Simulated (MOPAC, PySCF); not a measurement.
[Cd(Cl)2], neutral singlet in the gas phase. 

Cartesian coordinates (Å):
```xyz
3

Cd     0.0000     0.0000     0.0000
Cl     1.8959     1.2798     0.0335
Cl    -1.8959    -1.2798    -0.0335
```
Charge 0, spin multiplicity 1.

All levels are single points at this geometry (BP86-D3(BJ)/def2-SVP); Pople sets use spherical d functions. Orbital energies aren't observables, and empty levels follow the basis.

PM3 in MOPAC gives gap (eV) = 10.10.

Problem. Estimate the gap (eV) from each of these levels: B3LYP-D3(BJ)/def2-TZVP in PySCF; PBE-D3(BJ)/def2-TZVP in PySCF; TPSSh-D3(BJ)/def2-TZVP in PySCF; B3LYP/6-311+G** (LANL2DZ on Cd) in PySCF; B3LYP/6-31G* (LANL2DZ on Cd) in PySCF; B3LYP/LANL2DZ in PySCF; BP86/6-31G* (LANL2DZ on Cd) in PySCF; M06-2X/6-31G* (LANL2DZ on Cd) in PySCF; SVWN5/6-31G* (LANL2DZ on Cd) in PySCF; HF/6-31G* (LANL2DZ on Cd) in PySCF; PM6 in MOPAC; PM7 in MOPAC.

Solution. 
| level | gap (eV) |
|---|---|
| B3LYP-D3(BJ)/def2-TZVP in PySCF | 5.96 |
| PBE-D3(BJ)/def2-TZVP in PySCF | 4.30 |
| TPSSh-D3(BJ)/def2-TZVP in PySCF | 5.44 |
| B3LYP/6-311+G** (LANL2DZ on Cd) in PySCF | 5.93 |
| B3LYP/6-31G* (LANL2DZ on Cd) in PySCF | 5.85 |
| B3LYP/LANL2DZ in PySCF | 5.75 |
| BP86/6-31G* (LANL2DZ on Cd) in PySCF | 4.26 |
| M06-2X/6-31G* (LANL2DZ on Cd) in PySCF | 8.45 |
| SVWN5/6-31G* (LANL2DZ on Cd) in PySCF | 4.15 |
| HF/6-31G* (LANL2DZ on Cd) in PySCF | 12.82 |
| PM6 in MOPAC | 9.38 |
| PM7 in MOPAC | 8.73 |
